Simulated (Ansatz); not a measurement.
A CCSD(T) single point on CH₅BInNS.

```yaml
crystal:
  periodic: [false, false, false]
  atoms:
    - {symbol: N, position_ang: [-1.816395, -0.871998, 1.072596]}
    - {symbol: C, position_ang: [-0.892449, -0.708922, 0.337085]}
    - {symbol: S, position_ang: [1.861467, -1.370722, -0.105880]}
    - {symbol: B, position_ang: [0.242157, -0.557738, -0.595215]}
    - {symbol: In, position_ang: [0.412554, 1.723566, -0.154981]}
    - {symbol: H, position_ang: [-2.223099, -0.232129, 1.740632]}
    - {symbol: H, position_ang: [1.537028, -2.630271, -0.445510]}
    - {symbol: H, position_ang: [-0.097492, -0.436414, -1.749220]}
    - {symbol: H, position_ang: [-0.910323, 2.610085, 0.535718]}
    - {symbol: H, position_ang: [1.886532, 2.474544, -0.635226]}
basis:
  gaussian: {orbitals: def2-SVP}
correlation: {method: ccsd_t}
```

```sh
$ ansatz run in.yaml --threads 4 --pin off --events-out ev --progress --plain --max-ram 10444MiB
```

Output of Ansatz, abridged:

```
Functional definition: HF
1189 factors; integrals over basis functions are off by at most 1.1e-3 eV
mean field evaluation 1: about -19219.1977 eV, gradient 2.5e1 eV
mean field evaluation 2: about -19219.3136 eV, gradient 2.5e1 eV
mean field evaluation 4: about -19221.4409 eV, gradient 4.4e0 eV
mean field evaluation 8: about -19221.5072 eV, gradient 1.5e-1 eV
mean field evaluation 16: about -19221.3765 eV, gradient 1.2e0 eV
mean field -19221.50743881 eV, -706.3773695706 hartree, gradient 9.2e-6 eV, S^2 0.000000; 0 other end points of the search recorded, 0 dependent functions left out
12 core orbitals not correlated: weight in the atoms' cores, before any rotation towards them, 1.000 or more for the frozen orbitals, at most 0.000 for the correlated occupied ones
reference -19221.50743881 eV, -706.3773695706 hartree; 18, 18 occupied and 81, 81 virtual orbitals, 1189 factors
second order -16.64310048 eV of doubles, -0.00000000 eV of singles
cycle   1  -17.24084216 eV  change   -6.0e-1 eV  update   1.2e-1
cycle   2  -17.80574124 eV  change   -5.6e-1 eV  update   3.9e-2
cycle   3  -17.95965130 eV  change   -1.5e-1 eV  update   2.1e-2
cycle   4  -17.95694680 eV  change    2.7e-3 eV  update   4.9e-3
cycle   5  -17.95649572 eV  change    4.5e-4 eV  update   2.1e-3
cycle   6  -17.95644915 eV  change    4.7e-5 eV  update   6.5e-4
cycle   7  -17.95613973 eV  change    3.1e-4 eV  update   3.2e-4
cycle   8  -17.95612915 eV  change    1.1e-5 eV  update   1.2e-4
cycle   9  -17.95616575 eV  change   -3.7e-5 eV  update   5.2e-5
cycle  10  -17.95614635 eV  change    1.9e-5 eV  update   2.3e-5
perturbative correction -0.72197529 eV, -0.0265321025 hartree
Total energy: -19240.18556045 eV, -707.0637778802 hartree
```

Hardware: 4 threads of an Arm Neoverse V1 on a shared host. Wall time 9 s, peak host memory 0.58 GiB.

MP2 recovers 89.1 % of the CCSD(T) correlation energy and the triples give 3.9 %; T1 = 0.0137.
